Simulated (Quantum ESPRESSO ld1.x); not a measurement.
The run below uses ld1.x (Quantum ESPRESSO 7.5).

```
 &input
    atom='Sb',
    iswitch=1,
    rel=2,
    dft='BLYP',
    config='[Kr] 4d10 5s2 5p1',
    rel_dist='energy',
    verbosity='high',
    lsmall=.true.,
    prefix='ld1',
    max_out_wfc=37,
    file_charge='ld1.rho',
 /
```

Command: `OMP_NUM_THREADS=1 ld1.x < ld1.in > ld1.out`

Output (excerpt):

```
     Program LD1 v.7.5 starts

     --------------------------- All-electron run ----------------------------

     dirac relativistic calculation

     atomic number is 51.00
     dft =BLYP   lsd =0 sic =0 latt =0  beta=0.20 tr2=1.0E-14
     Exchange-correlation= BLYP
                           (   1   3   1   3   0   0   0)
     mesh =2069 r(mesh) = 100.70288 a.u. xmin = -8.00 dx = 0.00800
     1 Ry =  13.60569312 eV, c = 137.03599908

     n l j   nl                  e(Ry)          e(Ha)          e(eV)
     Spin orbit split results
     1 0 0.5 1S 1( 2.00)   -2227.603957118   -1113.801978559 -30308.0958401
     2 0 0.5 2S 1( 2.00)    -340.007021066    -170.003510533  -4626.0311883
     2 1 0.5 2P 1( 2.00)    -318.199448866    -159.099724433  -4329.3240532
     2 1 1.5 2P 1( 4.00)    -299.681798294    -149.840899147  -4077.3785821
     3 0 0.5 3S 1( 2.00)     -67.716664960     -33.858332480   -921.3321628
     3 1 0.5 3P 1( 2.00)     -58.803073922     -29.401536961   -800.0565785
     3 1 1.5 3P 1( 4.00)     -55.387026055     -27.693513028   -753.5788795
     4 0 0.5 4S 1( 2.00)     -12.251386714      -6.125693357   -166.6886080
     4 1 0.5 4P 1( 2.00)      -9.236113965      -4.618056983   -125.6637323
     4 1 1.5 4P 1( 4.00)      -8.602043979      -4.301021989   -117.0367706
     3 2 1.5 3D 1( 4.00)     -39.640291579     -19.820145790   -539.3336425
     3 2 2.5 3D 1( 6.00)     -38.930226428     -19.465113214   -529.6727140
     4 2 1.5 4D 1( 4.00)      -3.834649663      -1.917324832    -52.1730666
     4 2 2.5 4D 1( 6.00)      -3.742551980      -1.871275990    -50.9200137
     5 0 0.5 5S 1( 2.00)      -2.151487850      -1.075743925    -29.2724834
     5 1 0.5 5P 1( 1.00)      -1.512719336      -0.756359668    -20.5815951
     5 1 1.5 5P 1( 0.00)      -1.448608438      -0.724304219    -19.7093219
     Averaged results
     1 0     1S 1( 2.00)   -2227.603957118   -1113.801978559 -30308.0958401
     2 0     2S 1( 2.00)    -340.007021066    -170.003510533  -4626.0311883
     2 1     2P 1( 6.00)    -305.854348485    -152.927174242  -4161.3604058
     3 0     3S 1( 2.00)     -67.716664960     -33.858332480   -921.3321628
     3 1     3P 1( 6.00)     -56.525708677     -28.262854339   -769.0714458
     4 0     4S 1( 2.00)     -12.251386714      -6.125693357   -166.6886080
     4 1     4P 1( 6.00)      -8.813400641      -4.406700320   -119.9124245
     3 2     3D 1(10.00)     -39.214252488     -19.607126244   -533.5370854
     4 2     4D 1(10.00)      -3.779391053      -1.889695527    -51.4212349
     5 0     5S 1( 2.00)      -2.151487850      -1.075743925    -29.2724834
     5 1     5P 1( 1.00)      -1.469978738      -0.734989369    -20.0000796

     final scf error:  5.0E-15 reached in  21 iterations

     Etot =  -12966.553532 Ry,   -6483.276766 Ha, -176418.948224 eV

     Ekin =   13684.106678 Ry,    6842.053339 Ha,  186181.756124 eV
     Encl =  -31420.609294 Ry,  -15710.304647 Ha, -427499.167785 eV
     Eh   =    5111.458878 Ry,    2555.729439 Ha,   69544.940902 eV
     Exc  =    -341.509795 Ry,    -170.754897 Ha,   -4646.477466 eV

     normalization and overlap integrals

     s(1S/1S) =  1.000000  <r> =   0.0284  <r2> =    0.0011  r(max) =   0.0184
     LC norm =  0.96483672 + SC norm =  0.03516328 =  1.00000000
     s(2S/2S) =  1.000000  <r> =   0.1222  <r2> =    0.0177  r(max) =   0.1035
     LC norm =  0.99253301 + SC norm =  0.00746699 =  1.00000000
     s(2P/2P) =  1.000000  <r> =   0.1032  <r2> =    0.0131  r(max) =   0.0802
     LC norm =  0.99250849 + SC norm =  0.00749151 =  1.00000000
     s(2P/2P) =  1.000000  <r> =   0.1087  <r2> =    0.0144  r(max) =   0.0848
     LC norm =  0.99286141 + SC norm =  0.00713859 =  1.00000000
     s(3S/3S) =  1.000000  <r> =   0.3303  <r2> =    0.1249  r(max) =   0.3000
     LC norm =  0.99782431 + SC norm =  0.00217569 =  1.00000000
     s(3P/3P) =  1.000000  <r> =   0.3209  <r2> =    0.1197  r(max) =   0.2860
     LC norm =  0.99788070 + SC norm =  0.00211930 =  1.00000000
     s(3P/3P) =  1.000000  <r> =   0.3322  <r2> =    0.1281  r(max) =   0.2977
     LC norm =  0.99797693 + SC norm =  0.00202307 =  1.00000000
     s(4S/4S) =  1.000000  <r> =   0.7905  <r2> =    0.7070  r(max) =   0.7234
     LC norm =  0.99939983 + SC norm =  0.00060017 =  1.00000000
     s(4P/4P) =  1.000000  <r> =   0.8320  <r2> =    0.7906  r(max) =   0.7469
     LC norm =  0.99946119 + SC norm =  0.00053881 =  1.00000000
     s(4P/4P) =  1.000000  <r> =   0.8613  <r2> =    0.8471  r(max) =   0.7712
     LC norm =  0.99949116 + SC norm =  0.00050884 =  1.00000000
     s(3D/3D) =  1.000000  <r> =   0.3034  <r2> =    0.1092  r(max) =   0.2418
     LC norm =  0.99809326 + SC norm =  0.00190674 =  1.00000000
     s(3D/3D) =  1.000000  <r> =   0.3069  <r2> =    0.1117  r(max) =   0.2457
     LC norm =  0.99812145 + SC norm =  0.00187855 =  1.00000000
     s(4D/4D) =  1.000000  <r> =   1.0187  <r2> =    1.2236  r(max) =   0.8421
     LC norm =  0.99963498 + SC norm =  0.00036502 =  1.00000000
     s(4D/4D) =  1.000000  <r> =   1.0316  <r2> =    1.2551  r(max) =   0.8489
     LC norm =  0.99964287 + SC norm =  0.00035713 =  1.00000000
     s(5S/5S) =  1.000000  <r> =   2.0920  <r2> =    4.9282  r(max) =   1.8444
     LC norm =  0.99990091 + SC norm =  0.00009909 =  1.00000000
     s(5P/5P) =  1.000000  <r> =   2.4504  <r2> =    6.7984  r(max) =   2.1131
     LC norm =  0.99992815 + SC norm =  0.00007185 =  1.00000000
     s(5P/5P) =  1.000000  <r> =   2.5350  <r2> =    7.2698  r(max) =   2.1994
     LC norm =  0.99993251 + SC norm =  0.00006749 =  1.00000000

     LC charge = 48.82743530 + SC charge =  0.17256470 = 49.00000000

     ------------------------ End of All-electron run ------------------------
```

Run on one thread of a shared host, so times are rough (Intel(R) Xeon(R) Processor @ 2.60GHz): 0.72 s of CPU time, 0.76 s wall, 21 iterations on 2069 mesh points.
